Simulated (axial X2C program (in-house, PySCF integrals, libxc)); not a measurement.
# NaGa⁺: from the spin-free to the two-component result

Calculated with an in-house all-electron X2C program for linear molecules (integrals from PySCF). Spin-free means the one-electron spin-free X2C Hamiltonian; two-component (2c) means X2C with spin–orbit coupling and atomic mean-field two-electron Coulomb and Gaunt terms, so the difference of the two also holds small scalar two-electron terms. Basis: Ga dyall-cv3z [9s9p7d4f1g], Na dyall-cv3z [9s8p5d2f] (cores contracted in-house); Gaussian nuclei, density fitting, unrestricted open shells. Masses: Ga 68.926 u, Na 22.990 u.

Spin-free state: M_S = 1/2, Λ = 0 (beyond evenly filled blocks: σα); fragments Ga + Na+.

```json
{"level": "PBE0", "Re (Å)": "3.376", "ωe (cm⁻¹)": "107.6", "De (eV)": "1.015", "μ (D)": "7.03"}
{"level": "HF", "Re (Å)": "3.434", "ωe (cm⁻¹)": "110.7", "De (eV)": "0.870", "μ (D)": "7.91"}
{"level": "MP2", "Re (Å)": "3.419", "ωe (cm⁻¹)": "110.7", "De (eV)": "0.838", "μ (D)": "n/a"}
{"level": "CCSD", "Re (Å)": "3.409", "ωe (cm⁻¹)": "112.3", "De (eV)": "0.831", "μ (D)": "n/a"}
{"level": "CCSD(T)", "Re (Å)": "3.409", "ωe (cm⁻¹)": "112.3", "De (eV)": "0.829", "μ (D)": "n/a"}
{"level": "r2SCAN", "Re (Å)": "3.389", "ωe (cm⁻¹)": "108.0", "De (eV)": "0.946", "μ (D)": "7.43"}
```

Correlated methods: 3 electrons correlated (number of frozen shells: Ga 3 s, 2 p, 1 d; Na 2 s, 1 p), 283 virtual spin orbitals or spinors in MP2, 47 natural virtuals in coupled cluster.

Dipoles are positive if Na is the positive end and refer to the centre of mass.

Two-component determinant lowest at the distance of the search:

Ω = 1/2 (⟨Sz⟩ = 0.50, ⟨Lz⟩ = 0.00 at HF); fragments Ga + Na+.

| level | Re (Å) | ωe (cm⁻¹) | μ (D) |
| --- | --- | --- | --- |
| PBE0 | 3.377 | 107.5 | 7.03 |
| HF | 3.434 | 110.6 | 7.91 |
| MP2 | 3.419 | 110.6 | n/a |
| CCSD | 3.410 | 112.1 | n/a |
| CCSD(T) | 3.409 | 112.2 | n/a |
| r2SCAN | 3.390 | 108.0 | 7.43 |

(1) From the two tables, how do the constants change at the CCSD(T) level (2c against spin-free)?

The state is a single determinant with fixed occupations, the lowest that a limited PBE0 search found. Dissociation energies refer to the lowest single-determinant-based atoms at the same level and basis. De is not given where an atomic determinant may have missed its ground term or J level, or where the truncated virtual space spoils (T). Density functionals use the spin component along the axis (collinear). Coupled cluster ran in a truncated set of natural virtual spinors; the MP2 energy of the rest was added. (T) has no such correction and the atoms are truncated less, which lowers De at CCSD(T) by a hundredth of an eV or more. The functionals have no current-density term, which raises determinants with orbital currents, atoms included. With the outer-core shells frozen, correlated bond lengths of heavy atoms tend to come out a few hundredths of an ångström too long.

Results:

(1) At the CCSD(T) level Re is unchanged within 0.001 Å and ωe stays the same within 0.2 cm⁻¹.
